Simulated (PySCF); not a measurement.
**Molecular orbitals of InF**

PBE at R = 1.991 Å; PySCF, spin-free X2C with a Gaussian nucleus, basis sets In x2c-SVPall, F x2c-SVPall. State: ¹Σ⁺ (singlet), closed shell. Only the outer orbitals are listed, counted within each symmetry.

```
orbital  occ.  ε (eV)  on In (%)           main shells (%)
    12σ     2   -9.29         50           48 In s, 48 F p
     6π     2   -7.31          8                    92 F p
     6π     2   -7.31          8                    92 F p
    13σ     2   -6.27         62  49 In s, 38 F p, 12 In p
     7π     0   -2.09         95                   94 In p
     7π     0   -2.09         95                   94 In p
    14σ     0   -0.02         96                   87 In p
```

Task: Which are the highest filled and the lowest empty level, where do they sit, and how wide is the gap?

Result: Highest filled 13σ at -6.27 eV (in %: 49 In s, 38 F p, 12 In p); lowest empty 7π at -2.09 eV (in %: 94 In p); the gap at PBE is 4.18 eV.

| Item | Value |
| --- | --- |
| bond order (Mayer) | 1.00 |
| ⟨S²⟩ | 0.000 |
| charge on In (Mulliken, basis-dependent) | 0.42 |
| charge on In (Löwdin, basis-dependent) | 0.30 |
| dipole moment (positive dipole means In(−)F(+)) | -2.47 D |
| polarisability along the bond | 38.5 bohr³ |
| polarisability across the bond | 34.9 bohr³ |

Spin–orbit coupling is left out.
